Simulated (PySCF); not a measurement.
Ge(F)2 cation (F2Ge), SMILES [F][Ge][F] (connectivity only; charge and spin as stated), charge +1, multiplicity 2.

Geometry: B3LYP-D3(BJ)/def2-TZVP. The multiplicity is an assumed one; other spin states were not compared. The isomer is the one that the SMILES or the coordinates give; other isomers of the formula were not compared.

All values below come from TDA-ωB97X/def2-SVPD in PySCF.

Vertical excitations. Gas-phase values at a fixed geometry.

### Question
Give excitation energies, oscillator strengths and character. (Estimate from the structure and the level; the computed values follow.)

### Answer

| state | energy (eV) | λ (nm) | f | main pairs |
|---|---|---|---|---|
| root 1 | 3.52 | 353 | 0.000 | β HOMO→LUMO 97 % |
| root 2 | 3.64 | 341 | 0.000 | β HOMO−1→LUMO 98 % |
| root 3 | 4.28 | 289 | 0.002 | β HOMO−3→LUMO 96 % |
| root 4 | 4.36 | 284 | 0.015 | β HOMO−2→LUMO 95 % |
| root 5 | 5.35 | 232 | 0.046 | β HOMO−4→LUMO 89 % |
| root 6 | 5.40 | 230 | 0.070 | α HOMO→LUMO 97 % |
| root 7 | 7.51 | 165 | 0.005 | α HOMO→LUMO+1 21 %, α HOMO−3→LUMO 6 %, β HOMO−5→LUMO 69 % |
| root 8 | 7.98 | 155 | 0.001 | α HOMO−2→LUMO 53 %, β HOMO−1→LUMO+1 46 % |
| root 9 | 7.99 | 155 | 0.000 | α HOMO−1→LUMO 80 %, β HOMO→LUMO+1 19 % |
| root 10 | 8.19 | 151 | 0.000 | α HOMO−1→LUMO 19 %, β HOMO→LUMO+1 80 % |
Unrestricted roots are not spin-pure.
